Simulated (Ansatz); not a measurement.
Ga(OH) (GaHO), SMILES [OH][Ga] (connectivity only; charge and spin as stated), neutral, multiplicity 1. Atoms are numbered in the order given.

```xyz
3

Ga     0.0000     0.0000    -0.4113
O      0.0000     0.0000     1.3674
H      0.0000     0.0000     2.3206
```

Geometry optimised at PBE0-D3(BJ)/def2-TZVP.

Two levels are set side by side: PBE-D3(BJ)/def2-TZVP (Ansatz, an electronic-structure program) and PBE0-D3(BJ)/def2-TZVP (Ansatz). Each level has its own optimised geometry; the coordinates shown are those of the second. Differences are taken from unrounded values.

```tsv
quantity	PBE0-D3(BJ)
mean bond length (Å)	1.366
bond Ga1–O2 (Å)	1.779
bond O2–H3 (Å)	0.953
```

Problem. What does PBE-D3(BJ) give, and how far is it from PBE0-D3(BJ)? (Estimate from the structure and the level; the computed values follow.)

Solution. 
```json
[
 {"quantity": "mean bond length (Å)", "PBE-D3(BJ)": "1.382", "PBE-D3(BJ) minus PBE0-D3(BJ)": "0.016"},
 {"quantity": "bond Ga1–O2 (Å)", "PBE-D3(BJ)": "1.799", "PBE-D3(BJ) minus PBE0-D3(BJ)": "0.021"},
 {"quantity": "bond O2–H3 (Å)", "PBE-D3(BJ)": "0.965", "PBE-D3(BJ) minus PBE0-D3(BJ)": "0.012"}
]
```

GGA bonds tend to be longer and softer than those of functionals with exact exchange. Differences between two approximate levels are no errors against the true value.
